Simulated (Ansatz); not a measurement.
Born–Oppenheimer molecular dynamics of Cl₃FH₃O₂Ta (10 atoms, charge 0, multiplicity 1). It starts at the highest image of a converged band. Of that band: The profile has 2 maxima (images 3, 5) with wells between them (image 4): this band takes more than one step, which may be the mechanism or a detour left from its start path. A vibrational analysis at the climbing image gives one clearly imaginary mode, 129i cm⁻¹: a first-order saddle point.

Theory: RKS LDA/def2-SVP (Ansatz 0.2.0).

```json
{
 "ensemble": "NVE (velocity Verlet)",
 "time step": "0.5 fs",
 "steps asked": "200",
 "starting velocities drawn for": "100 K",
 "seed": "6337"
}
```

First frame:

```xyz
10
Properties=species:S:1:pos:R:3
Ta -0.156 -0.006 0.004
O 1.593 -1.129 0.340
H 2.414 -0.895 0.816
Cl 0.782 1.259 1.681
O 0.391 0.513 -1.675
H 0.699 -0.331 -2.208
F -1.616 1.144 0.034
Cl -1.462 -1.805 0.536
Cl 0.924 -2.186 -2.046
H 1.661 -1.744 -0.563
```

Q: What does the run give?

A: All steps were run.

* steps done: 200
* time covered: 100 fs
* mean temperature over the second half: 173 K
* spread of the potential energy over the second half: 7.7 meV per atom
* mean potential energy of the second half above the start: -7.5 meV per atom

The conserved energy stayed within 0.052 meV per atom of its start (net change 0.042 meV per atom), so the integration is sound. The kinetic energy rose, since the run started high on the potential surface and went downhill. A run of 0.1 ps of so small a system gives no equilibrium averages. The orbitals stay closed-shell, which can raise the energy where a bond breaks towards radicals; this wasn't checked here.

Q: What happens to the structure?

A: Between its relaxed ends the band would form Ta1–Cl9 and break H6–Cl9. These pairs go: Ta1–Cl9 3.18 → 2.70 Å, H6–Cl9 1.88 → 2.17 Å. In the last frame they stand as after the step (other bonds may differ from the relaxed reactants and products). It ends as one piece, Cl3FH3O2Ta. Pairs count as bonded within 1.25 times the sum of covalent radii (0.12 Å more for H–H). Another seed would give other details.

Q: How do temperature and energy run in time?

A: 
| time (fs) | T (K) | potential energy less start (eV) | conserved less start (meV/atom) |
| --- | --- | --- | --- |
| 0 | 100 | 0.000 | 0.00 |
| 3 | 77 | 0.024 | 0.04 |
| 6 | 58 | 0.044 | 0.04 |
| 9 | 57 | 0.044 | 0.01 |
| 12 | 53 | 0.049 | 0.04 |
| 15 | 60 | 0.041 | 0.03 |
| 18 | 66 | 0.036 | 0.01 |
| 21 | 55 | 0.047 | 0.04 |
| 24 | 64 | 0.038 | 0.03 |
| 27 | 74 | 0.027 | 0.00 |
| 30 | 51 | 0.051 | 0.04 |
| 33 | 39 | 0.064 | 0.04 |
| 36 | 55 | 0.046 | 0.01 |
| 39 | 67 | 0.035 | 0.03 |
| 42 | 76 | 0.025 | 0.04 |
| 45 | 79 | 0.022 | 0.01 |
| 48 | 72 | 0.029 | 0.03 |
| 51 | 78 | 0.023 | 0.04 |
| 54 | 94 | 0.006 | 0.00 |
| 57 | 80 | 0.021 | 0.03 |
| 60 | 79 | 0.022 | 0.05 |
| 63 | 110 | -0.010 | 0.01 |
| 66 | 130 | -0.031 | 0.03 |
| 69 | 143 | -0.044 | 0.04 |
| 72 | 152 | -0.054 | 0.01 |
| 75 | 155 | -0.057 | 0.03 |
| 78 | 167 | -0.069 | 0.05 |
| 81 | 195 | -0.098 | 0.01 |
| 84 | 198 | -0.101 | 0.03 |
| 87 | 208 | -0.111 | 0.05 |
| 90 | 247 | -0.152 | 0.02 |
| 93 | 282 | -0.188 | 0.02 |
| 96 | 295 | -0.201 | 0.05 |
| 99 | 317 | -0.225 | 0.01 |

Time of the run: 4.9 min on 4 threads of Arm Neoverse V1, with other jobs on the host, peak memory 0.22 GiB.
